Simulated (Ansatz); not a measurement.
Start from `OBOBF` and change one atom or group to get `N[SiH2]OBF`.

Ansatz, PBE0-D4/def2-TZVP geometries, multiplicity 1. Each molecule was computed in one conformer, which needn't be the lowest.

```json
{"property": "HOMO energy (ωB97M-V/def2-TZVPP) / eV", "`OBOBF`": "-11.93"}
{"property": "size of the dipole moment (B3LYP/def2-TZVPP) / D", "`OBOBF`": "2.02"}
{"property": "size of the dipole moment (PBE/def2-TZVPP) / D", "`OBOBF`": "1.99"}
{"property": "size of the dipole moment (ωB97M-V/def2-TZVPP) / D", "`OBOBF`": "2.01"}
{"property": "HOMO energy (PBE0/def2-TZVPP) / eV", "`OBOBF`": "-9.55"}
{"property": "HOMO energy (PBE/def2-TZVPP) / eV", "`OBOBF`": "-7.97"}
```

Problem. What does the change do to each property? (Estimate.)

Solution. Ansatz gave: 
```json
{"property": "HOMO energy (ωB97M-V/def2-TZVPP) / eV", "`N[SiH2]OBF`": "-10.53", "shift": "1.40"}
{"property": "size of the dipole moment (B3LYP/def2-TZVPP) / D", "`N[SiH2]OBF`": "2.28", "shift": "0.26"}
{"property": "size of the dipole moment (PBE/def2-TZVPP) / D", "`N[SiH2]OBF`": "2.33", "shift": "0.34"}
{"property": "size of the dipole moment (ωB97M-V/def2-TZVPP) / D", "`N[SiH2]OBF`": "2.28", "shift": "0.27"}
{"property": "HOMO energy (PBE0/def2-TZVPP) / eV", "`N[SiH2]OBF`": "-8.10", "shift": "1.45"}
{"property": "HOMO energy (PBE/def2-TZVPP) / eV", "`N[SiH2]OBF`": "-6.63", "shift": "1.34"}
```

With PBE0 the HOMO rises by 1.45 eV and the LUMO rises by 0.40 eV, so the gap narrows by about 1.05 eV. PBE moves the HOMO by 1.34 eV and ωB97M-V by 1.40 eV. Dipoles are sizes alone; their direction can turn.

B3LYP here is the variant with VWN-RPA as its local correlation; programs differ in this.
